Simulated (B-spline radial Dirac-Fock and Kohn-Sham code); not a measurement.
## Widths and yields of inner-shell holes in Os⁷⁺

System: Os⁷⁺, [Xe] 4f14 5d1.

Input of the calculation (task.json; shells as n, l, electrons):

```json
{"items": [{
  "Z": 76,
  "q": 7,
  "cfg": [[1, 0, 2], [2, 0, 2], [2, 1, 6], [3, 0, 2], [3, 1, 6], [3, 2, 10], [4, 0, 2], [4, 1, 6], [4, 2, 10], [4, 3, 14], [5, 0, 2], [5, 1, 6], [5, 2, 1]],
  "A": 192,
  "rrms": 5.4126,
  "do": ["binding", "quiet", "decay"],
  "holes": ["K", "L1", "L2", "L3", "M1", "M2", "M3", "M4", "M5", "N1", "N2", "N3", "N4", "N5", "N6", "N7"]
}]}
```

Launch: `python xray_run.py task.json out`

Method: independent-particle radiative and Coulomb Auger rates from relativistic LDA hole-state orbitals, with Dirac-Fock energies. Computed with an atomic code on a B-spline grid.

Partial widths are in eV. Coster-Kronig decay leaves a hole in the same principal shell; its rates are the weakest part of the model, often 1.5 to 2.5 times too large and more for N holes. Holes without an open Auger channel, or with an unreliable SCF state, are not listed.

```
hole  radiative   Auger  Coster-Kronig  total  fluorescence yield  lifetime (fs)
   K       41.6    1.61              0   43.2               0.963         0.0152
  L1      0.936    1.94           2.86   5.73               0.163          0.115
  L2       1.59    2.83          0.695   5.12               0.311          0.129
  L3       1.42    3.66              0   5.08               0.279          0.130
  M1     0.0350    1.09           14.9   16.1             0.00218         0.0410
  M2     0.0358    1.20           10.5   11.8             0.00304         0.0560
  M3     0.0376    1.48           7.75   9.27             0.00406         0.0710
  M4     0.0471    1.91              0   1.95              0.0241          0.337
  M5     0.0445    2.00              0   2.04              0.0218          0.323
  N1    0.00126   0.115           5.75   5.87            0.000214          0.112
  N2    0.00196   0.120           11.8   11.9            0.000165         0.0553
  N3    0.00122   0.132           5.79   5.92            0.000206          0.111
  N4    0.00156  0.0786           6.82   6.90            0.000225         0.0953
  N5    0.00137  0.0941           6.37   6.46            0.000211          0.102
```
